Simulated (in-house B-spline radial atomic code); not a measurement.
Values are calculated unless marked as measured or tabulated.
# Making a Troullier-Martins s channel for Mg, r_c = 2.54 bohr

Mg, [Ne] 3s2, non-relativistic PBE, spherical and spin-unpolarised, from an all-electron radial atomic-structure program (B-spline basis) (atomic units). The all-electron 3s level is ε = -0.172681 hartree, its outermost node lies just inside 0.91 bohr and its outer maximum at 2.54 bohr.

Inside r_c the pseudo-orbital is u(r) = r^1 exp(p(r)), with p = c0 + c2 r² + c4 r⁴ + … + c12 r¹². The seven coefficients follow from p and its first four derivatives at r_c, from zero curvature of the screened potential at the origin, c4 = −c2²/(2l + 5), and from the norm inside r_c. At r_c the all-electron orbital has P = 0.5976978, P' = 0.005177678, the screened potential V = -0.403771, V' = 0.2526999, V'' = -0.2072414, and the norm inside is Q = 0.3532589.

(1) What are p, p' and p'' at r_c?

For a trial c2 the five matching conditions are linear in c0, c6, c8, c10 and c12, and c2 is varied until the norm inside r_c equals Q. The root nearest zero gives:

| n | c_n |
| --- | --- |
| 0 | -1.818037 |
| 2 | 0.2989538 |
| 4 | -0.01787467 |
| 6 | -0.0174866 |
| 8 | 0.004127907 |
| 10 | -0.0003728246 |
| 12 | 1.245137e-05 |

(2) Check c4 and p(r_c), and find the screened pseudopotential at the origin.

Orbitals and screened potentials:

```tsv
r (bohr)	P	u	V all-electron	V pseudo
0.254	-0.1124	0.04204	-26.1	0.7225
0.635	-0.1895	0.1158	-5.523	0.6635
1.016	0.08599	0.2171	-2.189	0.3917
1.397	0.334	0.3505	-1.16	-0.1255
1.778	0.4912	0.486	-0.6943	-0.5545
2.159	0.5728	0.5722	-0.5155	-0.5564
2.54	0.5977	0.5977	-0.4038	-0.4038
```

Logarithmic derivatives P'/P at R = 2.84 bohr, for energies E around ε:

```csv
E − ε (hartree),all-electron,pseudo
-0.5,0.756412,0.752669
-0.25,0.407586,0.405698
-0.1,0.127526,0.126987
0,-0.110124,-0.110188
0.1,-0.413537,-0.414705
0.25,-1.09715,-1.11245
0.5,-4.84268,-5.48093
```

(3) With P(R) = 0.5881401 and a norm of 0.4593493 inside R, what slope in energy does norm conservation fix?

Results:

(1) p = ln(P/r_c^1) = ln(0.5976978/2.54) = -1.44683. p' = P'/P − 1/r_c = 0.00866 − 0.39370 = -0.38504. The radial equation gives p'' = 2(V − ε) − 2(1) p'/r_c − p'² = -0.46218 − (-0.30318) − 0.14825 = -0.30725. Differentiating, p''' = 2V' + 2(1)p'/r_c² − 2(1)p''/r_c − 2p'p'' = 0.39136, and p'''' = 2V'' − 4(1)p'/r_c³ + 4(1)p''/r_c² − 2(1)p'''/r_c − 2p''² − 2p'p''' = -0.70659.

(2) −c2²/5 = -0.0178747, as listed. The terms c_n r_c^n are -1.81804, 1.92873, -0.74400, -4.69578, 7.15154, -4.16717, 0.89789, which sum to -1.44683. Inverting the radial equation, V_l(r) = ε + 1 p'/r + (p'' + p'²)/2, so V_l(0) = ε + (2l + 3) c2 = -0.172681 + 3 × (0.298954) = 0.7242 hartree, finite where the all-electron potential diverges.

(3) d(P'/P)/dE = −2 × (norm inside R)/P(R)² = -2.6559 per hartree·bohr at E = ε, for both atoms, since orbital and norm agree at R. Differences over ±0.1 hartree give -2.7053 (all-electron) and -2.7085 (pseudo), which also hold third-order terms. Half a hartree below ε the two curves differ by -0.0037.
